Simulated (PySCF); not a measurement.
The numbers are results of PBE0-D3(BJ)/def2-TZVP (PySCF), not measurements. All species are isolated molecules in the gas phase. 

Reference species (SMILES): `[SiH3][Si][SiH3]` (lower singlet) (neutral, multiplicity 1).

```yaml
dipole_moment: 0.10 D
```

Changed species: `C#C[Si][SiH3]` (lower singlet) (X = ethynyl, multiplicity 1; the reference has X = silyl, multiplicity 1).

**Question.** What does the change do to the dipole moment?

**Answer.** the dipole moment rises by 0.95 D, to 1.05 D.
